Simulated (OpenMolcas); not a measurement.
# Levels of Ba+ by method

```
Program             : OpenMolcas
Basis               : ANO-RCC-VDZP [7s6p3d1f]
Scalar Hamiltonian  : DKH2, point nucleus
Active space        : 1 electron in 9 orbitals (5d 6s 6p)
State averaging     : 2S+1 = 2 even, 6 roots; 2S+1 = 2 odd, 3 roots
Spin-orbit coupling : state interaction with AMFI integrals over the reference wave functions, term energies averaged over their components
```

Methods on the same reference wave functions:
A. CASSCF
B. SS-CASPT2, IPEA 0.25 Eh, imaginary shift 0.1 Eh (closed shells correlated: 5s 5p)

Energies in cm⁻¹ above 6s ²S_1/2, the measured ground level; measured values from NIST Handbook of Basic Atomic Spectroscopic Data.

| Level | A | B | Measured |
| --- | --- | --- | --- |
| 6s ²S_1/2 | 0.0 | 0.0 | 0.0 |
| 5d ²D_3/2 | 7668 | 8010 | 4874 |
| 5d ²D_5/2 | 8300 | 8650 | 5675 |
| 6p ²P°_1/2 | 19334 | 20760 | 20262 |
| 6p ²P°_3/2 | 20513 | 21940 | 21952 |

Deviations, from unrounded energies. A percentage is the sum of absolute deviations over the sum of measured energies, with the sign that they share, or ± where signs differ.

```json
{"Against measurement": "mean absolute deviation (cm-1)", "Levels": "4", "A": "1900", "B": "1700"}
{"Against measurement": "other configurations (%)", "Levels": "4", "A": "±14.8", "B": "±12.5"}
```

B lies closest to measurement on these levels. The largest miss of B in the table is 5d ²D_3/2, by +3100 cm-1. The ranking rests on the paired levels alone, and a cruder setting can come out closer through cancelling errors.

The lowest spin-free term lies below A's lowest term by 0.049 hartree in B.

CASPT2 breaks the degeneracy within a term, and the mean is taken; among the terms shown or strongly mixed into the levels shown the widest spread is 110 cm-1 (5d ²D, B). ANO sets are built for ground and valence states and can reach diffuse excited orbitals poorly. With one active electron the reference holds no correlation, so core polarisation is missing (holds for A). With one active electron, CASPT2 adds the correlation within the correlated inactive shells and between them and that electron, and leaves the splitting within a term as the reference gives it (holds for B). Computed and measured levels are paired by configuration, term and J; levels that our copy of the source lacks, or whose pairing is in doubt (as where it misses far off the trend of its configuration), stay unpaired and out of the deviations. Levels of configurations outside the active space are missing.

° marks odd parity.
